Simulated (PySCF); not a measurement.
Isomers of C5H11NO, one GFN2-xTB conformer each. Single-point energies are computed at PBE0/pcSseg-1 (PySCF, gas phase, no added dispersion term), electronic only.

Question: Rank them by PBE0/pcSseg-1 energy, lowest first (kJ/mol).
A. `[CH3:1][CH2:2][CH2:3][NH:4][C:5]([CH3:6])=[O:7]` with C1–C2–C3–N4 64°, C2–C3–N4–C5 -115°, C3–N4–C5–C6 177°
B. `[CH3:1][C:2]([CH3:3])([CH3:4])[C:5]([NH2:6])=[O:7]` with C2–C5–N6–H 180° and 0°
C. `[CH3:1][CH2:2][C:3](=[O:4])[N:5]([CH3:6])[CH3:7]` with C1–C2–C3–O4 -2°, C2–C3–N5–C6 0° (N,N-dimethylpropionamide)
D. `[CH3:1][C:2]([CH3:3])([CH3:4])[NH:5][CH:6]=[O:7]` with C2–N5–C6–O7 0° (N-tert-butylformamide)

Answer: B (0.0), A (11.9), D (24.4), C (44.0).

As drawn, the lowest has an N–H bond and a quaternary carbon, which the highest lacks. GFN2-xTB itself gives, in the same order: 9.0, 0.0, 8.5, 3.9. GFN2-xTB puts CCCNC(C)=O lowest instead; measured from each level's own lowest isomer, the values differ by up to 40.1 kJ/mol (CCC(=O)N(C)C: 3.9 against 44.0).

Q: Which frontier levels, dipoles and rotational constants go with these structures?

A: 
| SMILES | HOMO (eV, PBE0/pcSseg-1) | LUMO (eV) | dipole (D) | A, B, C (MHz) |
| --- | --- | --- | --- | --- |
| CC(C)(C)C(N)=O | -7.14 | 0.93 | 3.64 | 3306, 2374, 1985 |
| CCCNC(C)=O | -7.20 | 0.90 | 3.76 | 4666, 1475, 1453 |
| CC(C)(C)NC=O | -7.26 | 0.86 | 3.80 | 4146, 1954, 1872 |
| CCC(=O)N(C)C | -6.81 | 1.10 | 3.87 | 4682, 1872, 1383 |
